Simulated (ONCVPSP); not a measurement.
**PBE ONCV dataset for Nd (Z = 60), scalar-relativistic all-electron reference.**

neodymium, optimised norm-conserving Vanderbilt (ONCV), made with ONCVPSP 4.0.1 (PBE, scalar-relativistic). Core [Kr] 4d10 5s2, reference 4f4 5p6 6s2. Waves: 6s: rc 3.70 bohr, ncon 5, nbas 8, qcut 1.7 1/bohr, 2 projectors, debl 3.3 Ha; 5p: rc 2.85 bohr, ncon 4, nbas 7, qcut 3.8 1/bohr, 2 projectors, debl 0.6 Ha; d scattering state at 0.02 Ha: rc 3.10 bohr, ncon 4, nbas 7, qcut 3 1/bohr, 3 projectors, debl 3.1 Ha; 4f: rc 0.90 bohr, ncon 4, nbas 9, qcut 20.2 1/bohr, 1 projector. Local part: polynomial inside 0.60 bohr (lpopt 5, dvloc0 3 Ha). Core correction: polynomial model core, fcfact 0.2.

In the p channel the program set the typed energies aside and used -0.812, 0.250 Ha. In the d channel the program set the typed energies aside and used -0.070, 3.030, 6.130 Ha.

Poles of the logarithmic derivatives, all-electron (AE) and pseudo (PS). s: poles at 0.5, 2.8 (AE) and 0.4, 2.6, 3.0 (PS) Ha. p: poles at -0.7, 2.2 (AE) and -0.7, 2.2, 4.5 (PS) Ha. d: poles at 0.3, 2.7 (AE) and 0.3, 2.7 (PS) Ha. f: poles at 3.6 (AE) and 3.7 (PS) Ha. Test radii: s 3.75, p 2.90, d 3.15, f 0.91 bohr.

- Cutoffs needed: 156 Ha and 520 Ha (the cutoffs (Ha) at which the residual kinetic energy of the hardest occupied pseudo-wave falls to 1 and 0.1 mHa per electron)
- Ghost test: ghosts flagged at negative energy: s at -880.7 eV, s at -146.1 eV, p at -367.5 eV; GHOST(+) flagged for s at 79.7 eV, d at 176.5 eV; a true bound ghost makes a file unfit for plane-wave use
- Configuration tests: tests left out (the all-electron energies of this program are off by 10 to 40 meV for near-neutral 4f atoms)
- rms error of d²Exc/dni dnj: 13.19 mHa without and 9.70 mHa with the model core
